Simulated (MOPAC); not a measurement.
Job for MOPAC: PM6 on GaH3O2 (SMILES [OH][GaH][OH]), a point of a torsion scan.

```
PM6 1SCF PRECISE CHARGE=0 THREADS=1
GaH3O2

O     -1.57334288 1    -0.30850564 1     0.28304516 1
Ga    -0.16191968 1     0.65941416 1     0.20571578 1
O      1.11186012 1     0.16132738 1    -0.85142653 1
H     -2.02656517 1    -0.87615692 1    -0.33565507 1
H     -0.17456702 1     1.80492592 1     1.18209879 1
H      1.97030016 1     0.51760748 1    -1.06024035 1
```

The log:

```
*******************************************************************************
 **                                                                           **
 **                              MOPAC v23.2.5                                **
 **                                                                           **
 *******************************************************************************
 ** MOPAC's Digital Object Identifier: https://doi.org/10.5281/zenodo.6511958 **
 **                                                                           **
 ** Please cite the open-source release paper for use of this MOPAC version:  **
 ** J. E. Moussa and J. J. P. Stewart (2026)                                  **
 ** MOPAC: An open-source semiempirical molecular orbital program             **
 ** J. Open Source Softw., 11(119), 8025, https://doi.org/10.21105/joss.08025 **
 *******************************************************************************

                              PM6 CALCULATION RESULTS

 *******************************************************************************
 *  PM6        - The PM6 Hamiltonian to be used
 *
 *
 *
 *                 CHARGE ON SYSTEM = 0
 *
 *
 *
 *  PRECISE    - TIGHTER CRITERIA TO BE USED
 *  1SCF       - DO 1 SCF AND THEN STOP
 *  THREADS=1  - MULTI-THREADING NOT USED
 *  T=         - A TIME OF 172800.0 SECONDS REQUESTED
 *  DUMP=N     - RESTART FILE WRITTEN EVERY 7200.0 SECONDS REQUESTED
 *******************************************************************************
PM6 1SCF PRECISE CHARGE=0 THREADS=1
 GaH3O2

   ATOM   CHEMICAL          X               Y               Z
  NUMBER   SYMBOL      (ANGSTROMS)     (ANGSTROMS)     (ANGSTROMS)

     1       O         -1.57334288  *  -0.30850564  *   0.28304516  *
     2      Ga         -0.16191968  *   0.65941416  *   0.20571578  *
     3       O          1.11186012  *   0.16132738  *  -0.85142653  *
     4       H         -2.02656517  *  -0.87615692  *  -0.33565507  *
     5       H         -0.17456702  *   1.80492592  *   1.18209879  *
     6       H          1.97030016  *   0.51760748  *  -1.06024035  *



          CARTESIAN COORDINATES

    NO.       ATOM           X           Y           Z

     1         O         -1.5733     -0.3085      0.2830
     2        Ga         -0.1619      0.6594      0.2057
     3         O          1.1119      0.1613     -0.8514
     4         H         -2.0266     -0.8762     -0.3357
     5         H         -0.1746      1.8049      1.1821
     6         H          1.9703      0.5176     -1.0602

 General Reference for PM6:
 "Optimization of Parameters for Semiempirical Methods V: Modification of NDDO Approximations
 and Application to 70 Elements", J. J. P. Stewart, J. Mol. Mod., 13, 1173-1213 (2007)
 URL: https://link.springer.com/article/10.1007/s00894-007-0233-4

           Empirical Formula: H3 O2 Ga  =     6 atoms



      MOLECULAR POINT GROUP   :   C1


      RHF CALCULATION, NO. OF DOUBLY OCCUPIED LEVELS = 9


 -------------------------------------------------------------------------------
 PM6 1SCF PRECISE CHARGE=0 THREADS=1
 GaH3O2



     1SCF WAS SPECIFIED, SO BFGS WAS NOT USED
     SCF FIELD WAS ACHIEVED


                              PM6 CALCULATION
                                                       MOPAC v23.2.5 Linux




          FINAL HEAT OF FORMATION =        -88.32453 KCAL/MOL =    -369.54982 KJ/MOL


          COSMO AREA              =         88.84 SQUARE ANGSTROMS
          COSMO VOLUME            =         69.27 CUBIC ANGSTROMS

          IONIZATION POTENTIAL    =         11.782270 EV
          HOMO LUMO ENERGIES (EV) =        -11.782  0.251
          NO. OF FILLED LEVELS    =          9
          MOLECULAR WEIGHT        =        104.7575         POINT GROUP:  C1

          MOLECULAR DIMENSIONS (Angstroms)

            Atom       Atom       Distance
            H     6    H     4     4.29448
            H     5    O     3     2.73452
            H     4    O     1     0.24809


          SCF CALCULATIONS        =          1





   ATOM   CHEMICAL          X               Y               Z
  NUMBER   SYMBOL      (ANGSTROMS)     (ANGSTROMS)     (ANGSTROMS)

     1       O         -1.57334288  *  -0.30850564  *   0.28304516  *
     2      Ga         -0.16191968  *   0.65941416  *   0.20571578  *
     3       O          1.11186012  *   0.16132738  *  -0.85142653  *
     4       H         -2.02656517  *  -0.87615692  *  -0.33565507  *
     5       H         -0.17456702  *   1.80492592  *   1.18209879  *
     6       H          1.97030016  *   0.51760748  *  -1.06024035  *

                             CARTESIAN COORDINATES

   1    O       -1.573342880    -0.308505640     0.283045160
   2   Ga       -0.161919680     0.659414160     0.205715780
   3    O        1.111860120     0.161327380    -0.851426530
   4    H       -2.026565170    -0.876156920    -0.335655070
   5    H       -0.174567020     1.804925920     1.182098790
   6    H        1.970300160     0.517607480    -1.060240350


           Empirical Formula: H3 O2 Ga  =     6 atoms



      MOLECULAR POINT GROUP   :   C1


                  EIGENVALUES
 -28.98899 -28.38903 -20.81339 -18.29118 -15.55357 -13.36060 -12.82965 -12.19380
 -11.78227   0.25091   0.46699   2.81232   4.09516   5.81206   5.83088


              NET ATOMIC CHARGES AND DIPOLE CONTRIBUTIONS

  ATOM NO.   TYPE          CHARGE      No. of ELECS.   s-Pop       p-Pop
    1          O          -0.628034        6.6280     1.69379     4.93424
    2         Ga           0.440500        2.5595     1.15459     1.40491
    3          O          -0.684735        6.6847     1.68558     4.99915
    4          H           0.350199        0.6498     0.64980
    5          H           0.160441        0.8396     0.83956
    6          H           0.361627        0.6384     0.63837
 DIPOLE           X         Y         Z       TOTAL
 POINT-CHG.     0.626     2.611     0.886     2.828
 HYBRID         0.132    -0.962    -1.019     1.407
 SUM            0.758     1.650    -0.132     1.820


          ATOMIC ORBITAL ELECTRON POPULATIONS

     Atom    s        px        py        pz
    1  O   1.69379   1.59553   1.67684   1.66187
    2 Ga   1.15459   0.43982   0.51849   0.44660
    3  O   1.68558   1.43294   1.79680   1.76942
    4  H   0.64980
    5  H   0.83956
    6  H   0.63837

 **********************
 *                    *
 * JOB ENDED NORMALLY *
 *                    *
 **********************




 == MOPAC DONE ==
```

The run finished.

Cost: about 0.020 core-seconds (a rough figure).
